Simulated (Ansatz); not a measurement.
Ge₆N₄H₁₆, a cluster cut from the lattice of germanium (4 of the caps NH2). The state is a singlet with charge 0. Geometry r2SCAN-D4/def2-SVP.

```csv
atom,x (Å),y (Å),z (Å)
Ge1,1.128,-2.145,1.427
Ge2,0.258,1.672,1.517
Ge3,-2.415,-1.106,0.021
Ge4,-0.566,-2.703,-0.215
Ge5,-1.698,1.209,0.159
Ge6,1.876,0.050,0.692
N7,0.734,3.359,0.859
N8,0.342,-2.655,-1.819
N9,-0.886,1.631,-1.481
N10,1.764,0.042,-1.173
H11,2.269,-3.178,1.449
H12,0.525,-2.066,2.844
H13,0.128,4.096,1.223
H14,1.690,3.620,1.101
H15,0.040,1.625,3.052
H16,-3.379,-1.212,-1.185
H17,-3.262,-1.408,1.278
H18,-0.265,-2.667,-2.638
H19,0.935,-1.813,-1.856
H20,-1.169,-4.115,-0.044
H21,-1.532,1.644,-2.271
H22,-0.447,2.553,-1.414
H23,-2.899,2.150,0.471
H24,0.917,0.551,-1.476
H25,2.571,0.503,-1.596
H26,3.340,0.364,1.077
```

The 6-31G sets use Cartesian d functions. B3LYP takes the VWN-RPA correlation.

Question: Estimate the orbital energies around the gap (eV) in Ansatz with HF/6-31G, PBE-D4/def2-SVP, r2SCAN-D4/def2-SVP, B3LYP-D4/6-31G, PBE0-D4/def2-SVP.

Answer: 
```
orbital  HF/6-31G  PBE-D4/def2-SVP  r2SCAN-D4/def2-SVP  B3LYP-D4/6-31G  PBE0-D4/def2-SVP
 HOMO−9    -12.27            -7.80               -8.18           -8.87             -9.13
 HOMO−8    -12.03            -7.55               -7.91           -8.63             -8.87
 HOMO−7    -11.37            -7.23               -7.57           -8.23             -8.46
 HOMO−6    -11.20            -6.73               -7.06           -7.67             -8.01
 HOMO−5    -11.09            -6.57               -6.90           -7.47             -7.85
 HOMO−4    -10.61            -6.33               -6.63           -7.24             -7.53
 HOMO−3    -10.46            -5.99               -6.33           -6.91             -7.37
 HOMO−2     -9.66            -5.82               -6.16           -6.77             -7.16
 HOMO−1     -8.96            -5.33               -5.62           -6.10             -6.51
   HOMO     -8.87            -5.03               -5.34           -5.80             -6.31
   LUMO      2.37            -1.19               -1.03           -0.63             -0.45
 LUMO+1      2.66            -0.85               -0.71           -0.20             -0.14
 LUMO+2      2.86            -0.48               -0.30           -0.06              0.28
 LUMO+3      3.02            -0.42               -0.22            0.00              0.37
 LUMO+4      3.38            -0.20                0.03            0.36              0.61
 LUMO+5      3.54            -0.12                0.11            0.42              0.78
```
